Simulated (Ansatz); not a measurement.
`COB(F)Br` + `O[SiH3]` → `COB(F)O[SiH3]` + HBr  (ligand exchange at a B–Br bond)

Isolated molecules relaxed with PBE0-D4/def2-TZVP in Ansatz; ΔE leaves out vibrations. CBS: MP2 limit from def2 TZ/QZ plus the TZ coupled-cluster correction, frozen cores. Functionals use def2-TZVPP. For Br outer-core shells are correlated without core-valence functions, which leaves a few kJ/mol of doubt a bond. Scalar relativity is left out up to krypton. One conformer a species, not always the lowest.

```tsv
level	ΔE (kJ/mol)
ωB97M-V	-58.4
CCSD/def2-TZVPP	-63.1
```

What does CCSD(T)/CBS give? (An estimate is asked.)

Computed: -56.3 kJ/mol. The listed levels differ from it by -2.1, -6.8 kJ/mol.

Largest T1 diagnostic among the species: 0.012.

From r2SCAN to r2SCAN0 (25 % exact exchange), in def2-TZVPP and without D4, ΔE moves by −3.3 kJ/mol. In def2-TZVPP, CCSD(T) changes the Hartree–Fock value by +16.3 kJ/mol (the triples alone add +3.3 kJ/mol) and MP2 by +23.9 kJ/mol.
